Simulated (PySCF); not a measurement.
Match the calculated data to a structure.

All candidates are C9H12O.

| technique | computed result |
| --- | --- |
| 1H NMR | chemical shifts (computed TMS as zero) by class: 7.34 (1 H), 6.95 (1 H), 6.52 (1 H), 4.18 (1 H), 2.71 (2 H), 2.40 (3 H), 1.16 (3 H) ppm [GIAO PBE0/pcSseg-1] |
| Dipole | 1.45 D [PBE0/pcSseg-1] |
| Rotational structure | rotational constants A, B, C: 2.584, 0.927, 0.731 GHz [GFN2-xTB] |
| 13C NMR | chemical shifts (computed TMS as zero) by class: 160.5 (1 C), 141.9 (1 C), 136.0 (1 C), 133.3 (1 C), 126.0 (1 C), 118.4 (1 C), 28.3 (1 C), 23.7 (1 C), 19.1 (1 C) ppm [GIAO PBE0/pcSseg-1] |
| NMR, other nuclei | isotropic shieldings of nuclei other than C and H, by class: 215 (1 O) ppm [GIAO PBE0/pcSseg-1] |

Electronic properties: PySCF, gas phase, density fitting. Levels stand in brackets. Geometry: GFN2-xTB, one conformer, isolated molecule. GFN2-xTB frequencies show an imaginary mode (37i cm⁻¹), so this geometry is no minimum at that level. NMR values are class means; diastereotopic atoms form classes of their own.

**Question.** Which candidate is it?
A. `C=C1C=C(C)/C1=C/COC`
B. `CCc1ccc(C)cc1O`
C. `O=C[C@H]1/C=C\CC/C=C\C1`

**Answer.** B. It is `CCc1ccc(C)cc1O`. Numbering: `[CH3:1][CH2:2][c:3]1[cH:4][cH:5][c:6]([CH3:7])[cH:8][c:9]1[OH:10]`. Its formula, C9H12O, gives 4 degrees of unsaturation: 1 ring and 3 π bonds in the structure found (Kekulé form). 9 carbons fall into 9 classes; from least to most shielded: aromatic carbon bearing oxygen [C9] (160.5 ppm), substituted aromatic carbon [C6] (141.9 ppm), aromatic CH carbon [C4] (136.0 ppm), substituted aromatic carbon [C3] (133.3 ppm), aromatic CH carbon [C5] (126.0 ppm), aromatic CH carbon [C8] (118.4 ppm), benzylic-type carbon [C2] (28.3 ppm), benzylic-type carbon [C7] (23.7 ppm), methyl carbon [C1] (19.1 ppm). Hydrogen classes from least to most shielded: 1 H on an aromatic CH carbon, C4 (7.34 ppm), 1 H on an aromatic CH carbon, C5 (6.95 ppm), 1 H on an aromatic CH carbon, C8 (6.52 ppm), 1 H on a phenol-type oxygen, O10 (4.18 ppm), 2 H on a benzylic-type carbon, C2 (2.71 ppm, a mean of values up to 0.9 ppm apart in this geometry), 3 H on a benzylic-type carbon, C7 (2.40 ppm, a mean of values up to 0.5 ppm apart in this geometry), 3 H on a methyl carbon, C1 (1.16 ppm). The other shieldings belong to: 215 ppm, phenol-type oxygen [O10]. The optimised geometry has point group C1 and is an asymmetric top.

The others, at the same levels:
- `O=C[C@H]1/C=C\CC/C=C\C1` fails: its computed 13C shifts are 200.3 (1 C), 142.3 (1 C), 138.6 (1 C), 134.0 (1 C), 133.7 (1 C), 58.7 (1 C), 32.0 (1 C), 31.9 (1 C), 31.7 (1 C) ppm, 1H shifts are 9.68 (1 H), 6.18 (1 H), 5.99 (1 H), 5.94 (1 H), 5.67 (1 H), 3.02 (1 H), 3.01 (1 H), 2.97 (1 H), 2.77 (1 H), 2.22 (1 H), 2.19 (1 H), 2.14 (1 H) ppm and rotational constant A is 2.468 GHz (against 2.584 GHz).
- `C=C1C=C(C)/C1=C/COC` fails: its computed 13C shifts are 167.0 (1 C), 155.0 (1 C), 153.9 (1 C), 151.4 (1 C), 117.3 (1 C), 100.7 (1 C), 71.0 (1 C), 58.1 (1 C), 15.2 (1 C) ppm, 1H shifts are 7.02 (1 H), 5.36 (1 H), 5.02 (1 H), 4.92 (1 H), 4.32 (2 H), 3.40 (3 H), 2.11 (3 H) ppm and rotational constant A is 2.001 GHz (against 2.584 GHz).

Each candidate is one conformer, not necessarily the lowest. Dipoles, sizes and rotational constants follow the conformer. The torsions of the flexible species, by atom-mapped SMILES:
- `[CH3:1][CH2:2][c:3]1[cH:4][cH:5][c:6]([CH3:7])[cH:8][c:9]1[OH:10]`: C1–C2–C3–C4 94°, H–O10–C9–C8 1°
- `[CH2:1]=[C:2]1[CH:3]=[C:4]([CH3:5])/[C:6]1=[CH:7]/[CH2:8][O:9][CH3:10]`: C6–C7–C8–O9 -119°, C7–C8–O9–C10 69°

The conformers of `O=C[C@H]1/C=C\CC/C=C\C1` aren't listed.
